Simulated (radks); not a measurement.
The numbers below are computed, except where a source is named.
Question: These are the eigenvalues of the occupied orbitals of an atom or ion with whole-number occupations (hartree). Code: a radial shooting solver on a logarithmic mesh with Libxc functionals. Model: Dirac Kohn-Sham, PBE, spin-unpolarised, spherical densities, point nucleus.

| orbital | eigenvalue |
|---|---|
| 1s1/2 | -115.1780 |
| 2s1/2 | -11.42252 |
| 2p1/2 | -9.01252 |
| 2p3/2 | -8.93033 |
| 3s1/2 | -1.34817 |
| 3p1/2 | -0.81737 |
| 3p3/2 | -0.81008 |

Which element is it, and in what charge state? The configuration may be excited. Open shells, if any, fill j = l - 1/2 first.

Answer: Z = 18, argon, charge +1: Ar+ in [Ne] 3s2 3p5. The list shows which subshells hold electrons but not how many an open one holds; the 1s level, -115.18 hartree, gives Z - s = 15.2 by -(Z - s)^2/2, which with screening and relativity narrows Z to a few neighbours, and the depths of the outer levels then fix element, charge and occupations together.
